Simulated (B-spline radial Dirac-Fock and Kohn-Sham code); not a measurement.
Ionisation energies of vanadium ions, computed and tabulated

Method: Dirac-Fock ΔSCF + Breit + QED. Computed with a radial atomic solver. Each value is the difference of the configuration-average energies of two neighbouring ions in their tabulated ground configurations. The model has no electron correlation. NIST's values refer to the lowest levels; many for high charge states are themselves semi-empirical or theoretical. Where a p, d or f shell is open in either ion the computed value averages over both j values and all terms, while the table refers to the lowest levels; that difference holds spin-orbit splitting (largest in heavy or highly charged ions), term energies where several electrons share open shells, and correlation, and it can reach 10 % or more.

```csv
ion,configuration,computed (eV),NIST (eV),kind,NIST − computed (eV)
V,[Ar] 3d3 4s2,6.85,6.746187,measured,-0.10
V⁺,[Ar] 3d4,12.58,14.634 ± 0.007,measured,+2.06
V²⁺,[Ar] 3d3,27.18,29.3111,measured,+2.13
V³⁺,[Ar] 3d2,44.53,46.709,measured,+2.18
V⁴⁺,[Ar] 3d1,64.20,65.28165,measured,+1.08
V⁵⁺,[Ne] 3s2 3p6,127.3,128.125 ± 0.025,measured,+0.84
V⁶⁺,[Ne] 3s2 3p5,150.6,150.72 ± 0.13,semi-empirical,+0.07
V⁷⁺,[Ne] 3s2 3p4,175.0,173.55 ± 0.21,semi-empirical,-1.46
V⁸⁺,[Ne] 3s2 3p3,200.4,206 ± 0.4,semi-empirical,+5.63
V⁹⁺,[Ne] 3s2 3p2,226.7,230.5 ± 0.5,semi-empirical,+3.82
V¹⁰⁺,[Ne] 3s2 3p1,253.9,254.8 ± 0.4,semi-empirical,+0.85
V¹¹⁺,[Ne] 3s2,305.5,308.5 ± 0.3,semi-empirical,+2.99
V¹²⁺,[Ne] 3s1,335.7,336.274 ± 0.006,semi-empirical,+0.62
V¹³⁺,[He] 2s2 2p6,896.8,896 ± 0.4,measured,-0.78
V¹⁴⁺,[He] 2s2 2p5,981.6,977.2 ± 1.3,semi-empirical,-4.43
V¹⁵⁺,[He] 2s2 2p4,1069.4,1062.9 ± 2,semi-empirical,-6.48
V¹⁶⁺,[He] 2s2 2p3,1160.0,1165.2 ± 1.1,semi-empirical,+5.17
V¹⁷⁺,[He] 2s2 2p2,1253.6,1258.9 ± 0.6,semi-empirical,+5.33
V¹⁸⁺,[He] 2s2 2p1,1350.0,1354.2 ± 0.5,semi-empirical,+4.21
V¹⁹⁺,[He] 2s2,1480.2,1486.7 ± 0.5,semi-empirical,+6.51
V²⁰⁺,[He] 2s1,1569.5,1569.656 ± 0.007,theoretical,+0.16
V²¹⁺,1s2,6849.9,6851.311,theoretical,+1.42
V²²⁺,1s1,7246.2,7246.126,theoretical,-0.08
```

Task: Where in this range is the largest relative jump, and why?

Result: From V²⁰⁺ (1569.5 eV) to V²¹⁺ (6849.9 eV), a factor of 4.36. The configuration goes from [He] 2s1 to 1s2, so the next electron comes out of a deeper subshell.
